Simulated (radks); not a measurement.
Zr+, configuration [Kr] 4d2 5s1. Calculated with a radial shooting solver on a logarithmic mesh with Libxc functionals: Dirac Kohn-Sham, PBE, spin-unpolarised, spherical densities, finite nucleus; open shells fill j = l - 1/2 first; Fermi nuclear charge, rms radius 4.2694 fm.

Normalised radial functions P(r) = r R(r) (large component), r in bohr:

| r | 4p3/2 | 5s1/2 |
|---|---|---|
| 0.006342 | 0.0098 | 0.0470 |
| 0.008527 | 0.0169 | 0.0565 |
| 0.01146 | 0.0286 | 0.0653 |
| 0.01541 | 0.0474 | 0.0712 |
| 0.02072 | 0.0765 | 0.0707 |
| 0.02786 | 0.1189 | 0.0593 |
| 0.03746 | 0.1754 | 0.0324 |
| 0.05036 | 0.2404 | -0.0113 |
| 0.06771 | 0.2963 | -0.0655 |
| 0.09103 | 0.3085 | -0.1106 |
| 0.1224 | 0.2313 | -0.1153 |
| 0.1645 | 0.0357 | -0.0529 |
| 0.2212 | -0.2408 | 0.0664 |
| 0.2974 | -0.4618 | 0.1715 |
| 0.3999 | -0.4419 | 0.1609 |
| 0.5376 | -0.0950 | -0.0033 |
| 0.7171 | 0.4277 | -0.2154 |
| 0.9641 | 0.8616 | -0.3014 |
| 1.296 | 0.9466 | -0.1317 |
| 1.743 | 0.6963 | 0.2189 |
| 2.343 | 0.3529 | 0.5275 |
| 3.15 | 0.1195 | 0.6166 |
| 4.235 | 0.0246 | 0.4685 |
| 5.694 | 0.0026 | 0.2332 |
| 7.656 | 0.0001 | 0.0700 |
| 10.29 | 0.0000 | 0.0110 |
| 13.84 | 0.0000 | 0.0008 |

4p3/2: eigenvalue -38.507 eV, 2 radial nodes at r = 0.171, 0.569 bohr, <r> = 1.38 bohr, 90 % of the charge inside 2.05 bohr. 5s1/2: eigenvalue -9.927 eV, 4 radial nodes at r = 0.0471, 0.190, 0.535, 1.46 bohr, <r> = 3.43 bohr, 90 % of the charge inside 5.01 bohr.
